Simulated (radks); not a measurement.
Question: Neutral aluminium, configuration [Ne] 3s2 3p1. Method: scalar-relativistic Kohn-Sham, PBE, spin-polarised, spherical densities, finite nucleus; open shells are filled with parallel spins first; Fermi nuclear charge, rms radius 3.061 fm; computed with a radial shooting solver on a logarithmic mesh with Libxc functionals. Some entries of the table are withheld. Estimate them.

orbital,occ.,eigenvalue (Ry),<r> (bohr),<r^2> (bohr^2)
1s up,1,-111.0621,0.1202,0.01946
1s down,1,-111.0588,0.1202,0.01946
2s up,1,-7.94571,0.6260,0.4701
2s down,1,-7.94166,0.6261,0.4701
2p up,3,-5.11495,0.6035,0.4633
2p down,3,-5.10978,0.6035,0.4631
3s up,1,(1),2.549,7.571
3s down,1,(2),2.535,7.521
3p up,1,-0.22124,3.402,(3)
3p down,0,-0.16341,3.471,(4)

Answer: 
(1) 3s up eigenvalue (Ry): -0.59136
(2) 3s down eigenvalue (Ry): -0.53519
(3) 3p up <r^2> (bohr^2): 13.89
(4) 3p down <r^2> (bohr^2): 14.58
